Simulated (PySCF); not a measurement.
Species: `C(CCc1ncco1)[SiH3]`. The columns A, B, C and D hold Mulliken, IAO, Hirshfeld and ESP-fitted charges (e) of one PBE0/pcSseg-1 density (PySCF), in a shuffled order. Coordinates in Å (GFN2-xTB); the density's dipole moment is (0.56, -0.84, 0.82) D.

| atom | x | y | z | A | B | C | D |
| --- | --- | --- | --- | --- | --- | --- | --- |
| Si1 | -2.795 | 1.313 | 0.738 | +0.346 | +0.601 | +0.315 | +0.505 |
| C2 | -1.359 | 0.614 | -0.292 | -0.293 | -0.535 | -0.158 | -0.523 |
| C3 | -1.049 | -0.844 | 0.024 | +0.341 | -0.241 | -0.064 | -0.274 |
| C4 | 0.132 | -1.379 | -0.803 | -0.610 | -0.278 | -0.068 | -0.091 |
| C5 | 1.395 | -0.687 | -0.445 | +0.726 | +0.299 | +0.139 | +0.288 |
| N6 | 1.953 | 0.296 | -1.078 | -0.645 | -0.333 | -0.197 | -0.407 |
| C7 | 3.067 | 0.609 | -0.351 | +0.165 | -0.106 | -0.039 | +0.005 |
| C8 | 3.131 | -0.222 | 0.719 | -0.345 | -0.034 | -0.006 | +0.084 |
| O9 | 2.065 | -1.052 | 0.665 | -0.161 | -0.246 | -0.063 | -0.372 |
| H10 | -3.047 | 2.698 | 0.339 | -0.098 | -0.117 | -0.078 | -0.087 |
| H11 | -2.452 | 1.261 | 2.161 | -0.100 | -0.123 | -0.080 | -0.087 |
| H12 | -3.995 | 0.505 | 0.508 | -0.111 | -0.125 | -0.081 | -0.091 |
| H13 | -1.589 | 0.701 | -1.356 | +0.068 | +0.145 | +0.041 | +0.141 |
| H14 | -0.460 | 1.212 | -0.131 | +0.109 | +0.152 | +0.032 | +0.167 |
| H15 | -0.816 | -0.955 | 1.085 | -0.061 | +0.134 | +0.035 | +0.132 |
| H16 | -1.925 | -1.461 | -0.189 | -0.009 | +0.135 | +0.041 | +0.130 |
| H17 | -0.055 | -1.214 | -1.864 | +0.183 | +0.165 | +0.054 | +0.145 |
| H18 | 0.252 | -2.448 | -0.616 | +0.135 | +0.156 | +0.049 | +0.140 |
| H19 | 3.725 | 1.397 | -0.651 | +0.121 | +0.172 | +0.062 | +0.093 |
| H20 | 3.818 | -0.334 | 1.532 | +0.238 | +0.179 | +0.067 | +0.102 |

Problem. Which column most likely holds the ESP-fitted charges?

Solution. A. Σ q r misses the density's dipole by 0.06 D (A), 0.65 D (C), 1.14 D (B), 2.40 D (D). Charges fitted to the outside potential are the only set here that is tied to the molecule's multipoles.

Problem. And the Hirshfeld charges?

Solution. C. The mean sizes are 0.083 e (C), 0.193 e (D), 0.214 e (B), 0.243 e (A), and Hirshfeld charges are commonly the smallest of these schemes.

As computed, A = ESP-fitted, B = IAO, C = Hirshfeld, D = Mulliken. Hydrogens on carbon: ESP-fitted -0.06 to +0.24, IAO +0.13 to +0.18, Hirshfeld +0.03 to +0.07, Mulliken +0.09 to +0.17 e.

The Hirshfeld scheme divides the density at each point in proportion to the densities of the neutral, spherically averaged free atoms. The Mulliken scheme counts on each atom the diagonal of the density matrix times the overlap matrix over that atom's basis functions.

The structure is a single GFN2-xTB conformer in the gas phase; no vibrational or solvent corrections.

These values come from a run that also computed NMR shieldings. Time: 23 s; peak memory 0.96 GiB. Hardware: one thread, AMD EPYC 9B45 (x86_64), on a shared host.

Shape of the structure used: `[SiH3:1][CH2:2][CH2:3][CH2:4][c:5]1[n:6][cH:7][cH:8][o:9]1`: Si1–C2–C3–C4 -179°, C2–C3–C4–C5 65°, C3–C4–C5–N6 -99°.
